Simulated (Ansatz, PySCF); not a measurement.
This Ansatz (an electronic-structure program) input computes a PBE0/def2-TZVPD energy:

Ansatz 0.2 input:
```yaml
crystal:
  periodic: [false, false, false]
  atoms:
    - {symbol: B, position_ang: [-0.01178706, 0.83869764, -0.00331350]}
    - {symbol: Br, position_ang: [1.66103330, -0.06531701, 0.02545569]}
    - {symbol: Br, position_ang: [-1.65853892, -0.11216865, -0.02475449]}
    - {symbol: H, position_ang: [-0.02836814, 2.01851006, -0.00797466]}
basis:
  gaussian:
    orbitals: def2-TZVPD
hamiltonian:
  xc: {name: PBE0}
output: {forces: true}
```

### Question
Write an input for the same energy in PySCF and say what it gives.

### Answer

```python
from pyscf import gto, scf, dft

mol = gto.M(
    atom='''
    B    -0.01178706    0.83869764   -0.00331350
    Br    1.66103330   -0.06531701    0.02545569
    Br   -1.65853892   -0.11216865   -0.02475449
    H    -0.02836814    2.01851006   -0.00797466
    ''',
    basis='def2-tzvpd',
    charge=0,
    spin=0,
    verbose=4,
)

mf = dft.RKS(mol, xc='pbe0').density_fit(auxbasis='def2-universal-jkfit')
mf.grids.level = 3
mf.conv_tol = 1e-9
mf.max_cycle = 100
mf.max_memory = 1500
mf.kernel()
if not mf.converged:
    mf = mf.newton()
    mf.kernel(mf.make_rdm1())
mf.analyze()
```
It gives -5173.19840 Eh, and Ansatz -5173.19835 Eh, a difference of 0.05 mEh, from the treatment of integrals and grids.
